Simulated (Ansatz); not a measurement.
```yaml
crystal:
  periodic: [false, false, false]
  atoms:
    - {symbol: C, position_ang: [2.419652, 0.407063, -2.756064]}
    - {symbol: C, position_ang: [1.259311, 0.789005, -1.719064]}
    - {symbol: O, position_ang: [0.920445, 1.880020, -1.497057]}
    - {symbol: C, position_ang: [0.776662, 0.127690, -0.779189]}
    - {symbol: C, position_ang: [-0.095203, 0.191747, 0.108016]}
    - {symbol: O, position_ang: [-0.875945, 1.602141, 0.158760]}
    - {symbol: C, position_ang: [-0.935535, -0.750425, 1.231222]}
    - {symbol: C, position_ang: [-2.298517, -0.911886, 0.690529]}
    - {symbol: C, position_ang: [-0.433381, 0.176723, 2.572050]}
    - {symbol: H, position_ang: [2.766538, -0.530612, -2.559651]}
    - {symbol: H, position_ang: [3.286552, 1.021768, -2.458442]}
    - {symbol: H, position_ang: [1.899662, 0.377488, -3.447682]}
    - {symbol: H, position_ang: [1.146962, -1.129243, -0.672720]}
    - {symbol: H, position_ang: [0.192040, 1.911038, -0.569218]}
    - {symbol: H, position_ang: [-0.383295, -1.647087, 1.217966]}
    - {symbol: H, position_ang: [-2.528422, -1.386103, 1.422731]}
    - {symbol: H, position_ang: [-2.479895, -1.120535, -0.331696]}
    - {symbol: H, position_ang: [-2.755378, 0.317087, 1.021533]}
    - {symbol: H, position_ang: [-1.021220, -1.003629, 3.232079]}
    - {symbol: H, position_ang: [0.515718, -0.231554, 2.711106]}
    - {symbol: H, position_ang: [-0.836558, 0.923016, 2.642087]}
basis:
  gaussian: {orbitals: ANO-RCC-VTZP, fitting: {mean_field: def2-universal-jkfit}, final_grid: {core_spheres: 8, valence_spheres: 7, degree: 23}}
hamiltonian: {xc: {name: HF}}
correlation: {method: mp2}
accuracy: high
output: {forces: true}
```

```sh
$ ansatz run in.yaml --threads 4 --pin off --events-out ev --progress --plain --max-ram 41984MiB --backend cuda --devices 0, --max-vram 37GiB
```

It prints (some lines left out):

```
Functional definition: HF
895 factors; integrals over basis functions are off by at most 5.5e-1 eV
mean field evaluation 1: about -11462.7368 eV, gradient 6.0e1 eV
mean field evaluation 2: about -11468.3523 eV, gradient 4.1e1 eV
mean field evaluation 4: about -11471.6644 eV, gradient 3.5e0 eV
mean field evaluation 8: about -11471.7147 eV, gradient 1.1e-3 eV
mean field -11471.71469580 eV, -421.5777392630 hartree, gradient 3.7e-8 eV, S^2 0.000000; 0 other end points of the search recorded, 0 dependent functions left out
9 core orbitals not correlated: weight in the atoms' cores, before any rotation towards them, 1.000 or more for the frozen orbitals, at most 0.000 for the correlated occupied ones
reference -11471.71469580 eV, -421.5777392630 hartree; 26, 26 occupied and 403, 403 virtual orbitals, 895 factors
second order -46.59100894 eV of doubles, -0.00000000 eV of singles
Total energy: -11518.30570474 eV, -423.2899272611 hartree
Relativity: scalar
Atom 0 at     2.419652     0.407063    -2.756064 Å, force     5.443436     2.379690    13.986998 eV/Å
Atom 1 at     1.259311     0.789005    -1.719064 Å, force     7.461091    -1.896136    -5.478353 eV/Å
Atom 2 at     0.920445     1.880020    -1.497057 Å, force    -1.372785    12.022473    -1.786412 eV/Å
Atom 3 at     0.776662     0.127690    -0.779189 Å, force     3.023332   -16.898704     3.208167 eV/Å
Atom 4 at    -0.095203     0.191747     0.108016 Å, force   -10.509682     4.626109     6.650422 eV/Å
Atom 5 at    -0.875945     1.602141     0.158760 Å, force     4.934391    -3.792143    -1.169881 eV/Å
Atom 6 at    -0.935535    -0.750425     1.231222 Å, force     6.076136     5.521821    -3.506113 eV/Å
Atom 7 at    -2.298517    -0.911886     0.690529 Å, force     1.493574    11.195289    -3.637208 eV/Å
Atom 8 at    -0.433381     0.176723     2.572050 Å, force     2.353159   -22.362647    -2.099614 eV/Å
Atom 9 at     2.766538    -0.530612    -2.559651 Å, force     0.437895    -2.825675     0.761727 eV/Å
Atom 10 at     3.286552     1.021768    -2.458442 Å, force    -0.885541     0.549730    -1.388355 eV/Å
Atom 11 at     1.899662     0.377488    -3.447682 Å, force    -7.148598     0.583224   -13.319240 eV/Å
Atom 12 at     1.146962    -1.129243    -0.672720 Å, force    -0.683861     3.289138    -0.606213 eV/Å
Atom 13 at     0.192040     1.911038    -0.569218 Å, force    -2.651288     0.721215     0.651388 eV/Å
Atom 14 at    -0.383295    -1.647087     1.217966 Å, force     0.693510    -1.376429     0.420672 eV/Å
Atom 15 at    -2.528422    -1.386103     1.422731 Å, force    -5.247404    -6.958362     7.778347 eV/Å
Atom 16 at    -2.479895    -1.120535    -0.331696 Å, force     0.039885    -0.566094    -0.467844 eV/Å
Atom 17 at    -2.755378     0.317087     1.021533 Å, force     0.921316    -3.860557    -1.613555 eV/Å
Atom 18 at    -1.021220    -1.003629     3.232079 Å, force     1.172180     4.080633    -0.467273 eV/Å
Atom 19 at     0.515718    -0.231554     2.711106 Å, force     1.776566     0.904677     0.287457 eV/Å
Atom 20 at    -0.836558     0.923016     2.642087 Å, force    -7.327312    14.662748     1.794884 eV/Å
Dipole moment:     0.621919    -0.704722    -0.295812 e Å
```

Hardware: 4 threads of an AMD EPYC 7R13 on a shared host and a share of an NVIDIA H100 80 GB. Wall time 9.6 s, peak host memory 1.7 GiB.
